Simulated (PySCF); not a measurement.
PySCF 2.14 output of an unrestricted M06-2X calculation on a single atom or ion in ANO-RCC-VTZP (8s7p5d3f2g1h, 104 functions), with the spin-free X2C one-electron Hamiltonian (Gaussian nucleus):

```
SCF conv_tol = 1e-09
number electrons alpha = 35  beta = 27
    Y. Zhao and D. G. Truhlar.,  Theor. Chem. Acc. 120, 215 (2008)
    Y. Zhao and D. G. Truhlar.,  Theor. Chem. Acc. 120, 215 (2008)
cycle= 1 E= -11270.6075190816  delta_E= -0.0141  |g|= 0.0809  |ddm|= 0.127
cycle= 2 E= -11270.6077520241  delta_E= -0.000233  |g|= 0.0717  |ddm|= 0.0315
cycle= 3 E= -11270.6083247777  delta_E= -0.000573  |g|= 0.00794  |ddm|= 0.0155
cycle= 4 E= -11270.6083341382  delta_E= -9.36e-06  |g|= 0.000536  |ddm|= 0.00351
cycle= 5 E= -11270.6083342241  delta_E= -8.59e-08  |g|= 6.11e-05  |ddm|= 0.000388
cycle= 6 E= -11270.608334228  delta_E= -3.9e-09  |g|= 1.04e-05  |ddm|= 0.000112
cycle= 7 E= -11270.6083342281  delta_E= -9.09e-11  |g|= 5.02e-06  |ddm|= 9.87e-06
converged SCF energy = -11270.6083342281  <S^2> = 20.008873  2S+1 = 9.0019717
```

The run itself started from symmetry-adapted Hartree-Fock orbitals and held the occupation by maximum overlap, on a logarithmic radial grid, so the iterations belong to that start.

Q: Which element, charge and spin multiplicity is this?

A: Gd²⁺ (gadolinium, charge +2), multiplicity 9; the state was [Xe] 4f7 6p1, high-spin 9P determinant (an excited configuration).

Spin-orbit coupling, absent here, splits the open shell strongly.
